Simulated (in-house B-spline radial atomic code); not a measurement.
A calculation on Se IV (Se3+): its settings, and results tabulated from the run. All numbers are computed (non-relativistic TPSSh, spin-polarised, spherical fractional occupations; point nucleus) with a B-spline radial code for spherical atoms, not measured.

Command:
```bash
python run_scf.py task.json out
```
Settings:
```
Z                34
configuration    [Ar] 3d10 4s2 4p1
hamiltonian      nr
method           tpssh
spin_polarised   True
```

Output (hartree, bohr):
```
 radial grid: 50 intervals, B-splines of order 8, outer radius 28.1081 bohr

 iter        energy (Eh)    residual
    1       -2399.148954    5.19e-02
    2       -2399.151513    1.31e-03
    3       -2399.151528    4.49e-04
    4       -2399.151529    2.15e-04
    5       -2399.151529    1.36e-05
    6       -2399.151529    1.97e-06
    7       -2399.151529    6.37e-07
    8       -2399.151529    2.34e-07

 total energy                     -2399.15153
 kinetic                            2397.7744
 electron-nucleus                  -5696.4442
 Hartree                             985.5080
 exact exchange                       -8.4332
 exchange-correlation                -77.5564

 orbital      occ     eigenvalue          <r>       <r^2>       <1/r>     <1/r^2>       r_max
 1s up      1.000      -454.9468    0.0449698  0.00270827     33.5108     2256.98     0.02971
 1s down    1.000      -454.9437    0.0449696  0.00270824     33.5109     2256.99     0.02971
 2s up      1.000       -59.2013     0.199728   0.0469667      7.4141     224.215      0.1679
 2s down    1.000       -59.2004     0.199726   0.0469652     7.41405     224.208      0.1679
 2p up      3.000       -53.2232     0.172744   0.0364686     7.38131     74.2554      0.1333
 2p down    3.000       -53.2206     0.172747   0.0364695     7.38114     74.2519      0.1333
 3s up      1.000        -9.1148     0.583829    0.392035     2.42769     36.1202      0.5109
 3s down    1.000        -9.1105     0.583733    0.391815     2.42761     36.1115       0.511
 3p up      3.000        -7.0466     0.593521    0.412754     2.31022     11.5695      0.5041
 3p down    3.000        -7.0414     0.593314    0.412309     2.31043     11.5697      0.5042
 3d up      5.000        -3.4067     0.624595    0.485343     2.04068     5.46523      0.4526
 3d down    5.000        -3.4004     0.622749    0.481566     2.04393     5.47817      0.4525
 4s up      1.000        -1.8362      1.66737     3.13671    0.787737     4.61565       1.479
 4s down    1.000        -1.7719      1.66769     3.14512    0.790148     4.66977       1.471
 4p up      1.000        -1.3532      1.89107     4.05946    0.686987     1.35223       1.655
```

Cost of the run: 0.36 s on 1 thread of x86-64 server CPU, with other jobs on the host.

Caution: exact exchange at fractional occupations of open shells leaves self-interaction of up to several eV.
